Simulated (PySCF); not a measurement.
# Bonding in `CCC[Si@H](CC)CCl`

C6H15ClSi.
Numbering: `[CH3:1][CH2:2][CH2:3][Si@H:4]([CH2:5][CH3:6])[CH2:7][Cl:8]` (hydrogens: H9, H10, H11 on C1; H12, H13 on C2; H14, H15 on C3; H16 on Si4; H17, H18 on C5; H19, H20, H21 on C6; H22, H23 on C7)

Geometry (GFN2-xTB, Å), atoms numbered from 1 in this order:
```
atom  x, y, z in Å
C1     3.3328    0.2016   -0.2699
C2     1.9979    0.6292    0.3288
C3     0.8396   -0.2144   -0.2029
Si4   -0.8498    0.2495    0.5426
C5    -2.2678   -0.7401   -0.2529
C6    -2.1495   -2.2430   -0.0260
C7    -1.1855    2.1143    0.2374
Cl8   -1.0878    2.4545   -1.5109
H9     3.3168    0.3100   -1.3523
H10    3.5426   -0.8395   -0.0327
H11    4.1423    0.8128    0.1231
H12    1.8210    1.6790    0.0901
H13    2.0435    0.5408    1.4163
H14    0.8042   -0.1132   -1.2900
H15    1.0502   -1.2657    0.0025
H16   -0.8441    0.0790    2.0081
H17   -2.3024   -0.5453   -1.3261
H18   -3.2213   -0.3979    0.1520
H19   -1.2322   -2.6269   -0.4644
H20   -2.9884   -2.7694   -0.4771
H21   -2.1377   -2.4693    1.0371
H22   -0.4530    2.7553    0.7198
H23   -2.1763    2.4257    0.5575
```

Bond orders from the PBE0/pcSseg-1 density (PySCF). Isolated species at its GFN2-xTB geometry (one conformer only).

Question: How far do the computed orders between heavy atoms stray from the drawn ones?

Answer: The largest departure is 0.169, at Si4–C7 (drawn single, 0.831). Drawn single, order below 0.88: Si4–C7 (0.831).

Question: Set the Mayer orders of the bonds beside their lengths.

Answer: 
```json
{"bond": "C1–C2", "drawn as": "single", "length (Å)": "1.524", "Mayer order": "1.066"}
{"bond": "C2–C3", "drawn as": "single", "length (Å)": "1.528", "Mayer order": "1.030"}
{"bond": "C3–Si4", "drawn as": "single", "length (Å)": "1.904", "Mayer order": "0.920"}
{"bond": "Si4–C5", "drawn as": "single", "length (Å)": "1.903", "Mayer order": "0.934"}
{"bond": "C5–C6", "drawn as": "single", "length (Å)": "1.524", "Mayer order": "1.058"}
{"bond": "Si4–C7", "drawn as": "single", "length (Å)": "1.919", "Mayer order": "0.831"}
{"bond": "C7–Cl8", "drawn as": "single", "length (Å)": "1.784", "Mayer order": "0.954"}
{"bond": "C1–H9", "drawn as": "single", "length (Å)": "1.088", "Mayer order": "0.968"}
{"bond": "C1–H10", "drawn as": "single", "length (Å)": "1.088", "Mayer order": "0.969"}
{"bond": "C1–H11", "drawn as": "single", "length (Å)": "1.088", "Mayer order": "0.968"}
{"bond": "C2–H12", "drawn as": "single", "length (Å)": "1.091", "Mayer order": "0.947"}
{"bond": "C2–H13", "drawn as": "single", "length (Å)": "1.092", "Mayer order": "0.949"}
{"bond": "C3–H14", "drawn as": "single", "length (Å)": "1.092", "Mayer order": "0.934"}
{"bond": "C3–H15", "drawn as": "single", "length (Å)": "1.092", "Mayer order": "0.943"}
{"bond": "Si4–H16", "drawn as": "single", "length (Å)": "1.475", "Mayer order": "0.950"}
{"bond": "C5–H17", "drawn as": "single", "length (Å)": "1.091", "Mayer order": "0.935"}
{"bond": "C5–H18", "drawn as": "single", "length (Å)": "1.091", "Mayer order": "0.946"}
{"bond": "C6–H19", "drawn as": "single", "length (Å)": "1.087", "Mayer order": "0.966"}
{"bond": "C6–H20", "drawn as": "single", "length (Å)": "1.088", "Mayer order": "0.968"}
{"bond": "C6–H21", "drawn as": "single", "length (Å)": "1.087", "Mayer order": "0.966"}
{"bond": "C7–H22", "drawn as": "single", "length (Å)": "1.086", "Mayer order": "0.940"}
{"bond": "C7–H23", "drawn as": "single", "length (Å)": "1.087", "Mayer order": "0.944"}
```

Bonds between the same two heavy elements. C–C: lowest C2–C3 (1.030, 1.528 Å), highest C1–C2 (1.066, 1.524 Å). C–Si: lowest Si4–C7 (0.831, 1.919 Å), highest Si4–C5 (0.934, 1.903 Å).

Question: Sum the orders of all bonds at each heavy atom with more than one neighbour and set the sums beside the valence in the SMILES.

Answer: C1 3.971 (drawn 4), C2 3.992 (drawn 4), C3 3.827 (drawn 4), Si4 3.635 (drawn 4), C5 3.873 (drawn 4), C6 3.958 (drawn 4), C7 3.669 (drawn 4). Orders between atoms that aren't bonded are not in these sums.

The Mayer order sums products of elements of PS (density times overlap matrix) between the two atoms' basis functions, so it depends on the basis set.

The run behind these numbers computed NMR shieldings as well. The run took 89 s on one thread, Arm Neoverse N1 (aarch64), on a shared host, and the process peaked at 1.1 GiB of memory.
